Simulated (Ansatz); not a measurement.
Geometry optimisation of KBi2⁺.

```yaml
crystal:
  periodic: [false, false, false]
  atoms:
    - {symbol: K, position_ang: [0.970869, 1.903014, 0.094403]}
    - {symbol: Bi, position_ang: [0.559149, -1.438965, -0.797397]}
    - {symbol: Bi, position_ang: [-1.530018, -0.464049, 0.702994]}
basis:
  gaussian: {orbitals: def2-TZVP}
total_charge: 1
hamiltonian: {xc: r2scan, dispersion: d4}
scf: {lower_state_search: "off"}
output: {orbitals: {seedname: orbitals}}
relax: {f_tol: 0.02, max_steps: 100}
```

```sh
$ ansatz run in.yaml --threads 4 --pin off --events-out ev --progress --plain --max-ram 3916MiB
```

It prints (some lines left out):

```
Functional definition: r2SCAN
mean field -28006.92691004 eV, -1029.2355801672 hartree, gradient 8.5e-7 eV, S^2 0.000000; 0 other end points of the search recorded, 0 dependent functions left out
relax step   1: F+E_penalty+E_count = -28006.94214333 eV  Δ(F+E_penalty+E_count) = +0.000e0 eV  max|allowed force component| = 1.109e0 eV/Å  Δτ_max = 0.0000 Å  (18 SCF iters, accepted)
mean field -28006.99206994 eV, -1029.2379747493 hartree, gradient 1.0e-6 eV, S^2 0.000000; 0 other end points of the search recorded, 0 dependent functions left out
relax step   2: F+E_penalty+E_count = -28007.00730298 eV  Δ(F+E_penalty+E_count) = -6.516e-2 eV  max|allowed force component| = 1.524e0 eV/Å  Δτ_max = 0.1163 Å  (27 SCF iters, accepted)
mean field -28007.12378237 eV, -1029.2428150919 hartree, gradient 1.2e-6 eV, S^2 0.000000; 0 other end points of the search recorded, 0 dependent functions left out
relax step   3: F+E_penalty+E_count = -28007.13898938 eV  Δ(F+E_penalty+E_count) = -1.317e-1 eV  max|allowed force component| = 2.071e-1 eV/Å  Δτ_max = 0.0845 Å  (21 SCF iters, accepted)
mean field -28007.14488156 eV, -1029.2435904727 hartree, gradient 2.7e-6 eV, S^2 0.000000; 0 other end points of the search recorded, 0 dependent functions left out
relax step   4: F+E_penalty+E_count = -28007.16009118 eV  Δ(F+E_penalty+E_count) = -2.110e-2 eV  max|allowed force component| = 7.714e-2 eV/Å  Δτ_max = 0.0882 Å  (22 SCF iters, accepted)
mean field -28007.14930570 eV, -1029.2437530570 hartree, gradient 2.7e-6 eV, S^2 0.000000; 0 other end points of the search recorded, 0 dependent functions left out
relax step   5: F+E_penalty+E_count = -28007.16454748 eV  Δ(F+E_penalty+E_count) = -4.456e-3 eV  max|allowed force component| = 2.802e-2 eV/Å  Δτ_max = 0.0593 Å  (22 SCF iters, accepted)
mean field -28007.14944722 eV, -1029.2437582577 hartree, gradient 2.0e-6 eV, S^2 0.000000; 0 other end points of the search recorded, 0 dependent functions left out
relax step   6: F+E_penalty+E_count = -28007.16470529 eV  Δ(F+E_penalty+E_count) = -1.578e-4 eV  max|allowed force component| = 5.418e-3 eV/Å  Δτ_max = 0.0156 Å  (23 SCF iters, accepted)
Total energy: -28007.16472215 eV, -1029.2443196011 hartree
Atom 0 at     1.127076     2.215289     0.111638 Å, force    -0.001402    -0.002490    -0.000050 eV/Å
Atom 1 at     0.437438    -1.579307    -0.776227 Å, force     0.005418    -0.001201    -0.003445 eV/Å
Atom 2 at    -1.564514    -0.635982     0.664588 Å, force    -0.004016     0.003691     0.003495 eV/Å
Dipole moment:     1.179792     2.319763     0.117149 e Å
Checks for a lower state left out: stability, starts, cluster_reference, orbital_swaps, neighbouring_geometries, increment
```

It took 15 s on 4 threads of Intel Xeon on a shared host.

In the def2 sets Bi takes a core potential; there is no spin–orbit coupling. The structure comes from a short search, and lower isomers may exist.
